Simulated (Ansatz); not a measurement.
Reaction (formal exchange of groups at the Si–N bond): `CN(C)[Si](O)(O)O` + `C[O][Al]([F])[Cl]` → `O[Si](O)(O)[O][Al]([F])[Cl]` + `CN(C)C`

Calculated with Ansatz (gas phase, PBE0-D4/def2-TZVP geometries, no zero-point term in ΔE). CBS: MP2 limit from def2 TZ/QZ plus the TZ coupled-cluster correction, frozen cores. DFT in def2-TZVPP. B3LYP here is the variant with VWN-RPA as its local correlation; programs differ in this. Each species was taken in one conformer, which may not be the lowest.

`CN(C)[Si](O)(O)O`:

Cartesian coordinates in Å:
```
C -0.931 0.245 1.478
N -0.438 -0.170 0.188
C -1.429 -0.829 -0.629
Si 1.090 0.224 -0.445
O 1.708 -0.997 -1.340
O 2.001 0.587 0.871
O 1.117 1.452 -1.533
H -1.761 0.960 1.387
H -1.305 -0.616 2.048
H -0.135 0.712 2.057
H -0.997 -1.139 -1.583
H -2.286 -0.175 -0.841
H -1.818 -1.727 -0.129
H 1.893 -1.806 -0.861
H 2.786 1.109 0.699
H 0.504 2.168 -1.368
```

`C[O][Al]([F])[Cl]`:

Cartesian coordinates in Å:
```
C -0.776 -0.286 1.010
O -0.392 0.542 -0.054
Al 0.792 0.523 -1.222
F 0.862 1.747 -2.303
Cl 2.186 -1.010 -1.346
H -1.809 -0.614 0.867
H -0.721 0.272 1.949
H -0.140 -1.174 1.098
```

`O[Si](O)(O)[O][Al]([F])[Cl]`:

Cartesian coordinates in Å:
```
O -0.081 -1.580 1.281
Si 0.502 -0.628 0.096
O 1.012 -1.641 -1.078
O 1.668 0.324 0.722
O -0.585 0.405 -0.510
Al -1.495 1.798 -0.421
F -1.830 2.606 -1.803
Cl -2.274 2.516 1.355
H -0.423 -2.435 1.015
H 1.187 -1.267 -1.942
H 2.319 -0.098 1.286
```

`CN(C)C`:

Z-matrix (Å, degrees):
```
C
N 1 1.442
H 1 1.092 2 109.9
H 1 1.092 2 110.0 3 118.9
H 1 1.107 2 112.8 3 -120.5
C 2 1.442 1 111.5 3 -176.9
C 2 1.442 1 111.5 3 57.9
H 6 1.092 2 109.9 1 176.8
H 6 1.092 2 109.9 1 57.9
H 6 1.107 2 112.8 1 -62.6
H 7 1.092 2 109.9 1 -176.8
H 7 1.107 2 112.8 1 62.6
H 7 1.092 2 109.9 1 -57.9
```

```json
{"level": "BLYP-D4", "ΔE (kJ/mol)": "-106.4"}
{"level": "B97M-V", "ΔE (kJ/mol)": "-121.1"}
{"level": "B3LYP-D4", "ΔE (kJ/mol)": "-111.4"}
{"level": "r2SCAN0-D4", "ΔE (kJ/mol)": "-119.9"}
{"level": "ωB97X-V", "ΔE (kJ/mol)": "-113.0"}
{"level": "RPA@PBE/def2-TZVPP", "ΔE (kJ/mol)": "-113.9"}
{"level": "HF/def2-TZVPP", "ΔE (kJ/mol)": "-127.9"}
{"level": "MP2/def2-TZVPP", "ΔE (kJ/mol)": "-121.9"}
```

Question: What does CCSD(T)/CBS give? (Estimate.)

Answer: Ansatz gave: -120.1 kJ/mol. The listed levels differ from it by 13.7, -1.0, 8.7, 0.2, 7.1, 6.2, -7.8, -1.8 kJ/mol.

Largest T1 diagnostic among the species: 0.011.

At CCSD(T), def2-SVP lies +7.3 kJ/mol from the extrapolated value and def2-TZVPP +0.6 kJ/mol. In def2-TZVPP, CCSD(T) changes the Hartree–Fock value by +8.4 kJ/mol (the triples alone add +1.5 kJ/mol) and MP2 by +5.9 kJ/mol. Leaving LDA and LC-ωPBE aside and taking each functional with its dispersion term where it has one, the values, not all of them listed here, spread over 14.9 kJ/mol, from B97M-V to revPBE-D4.
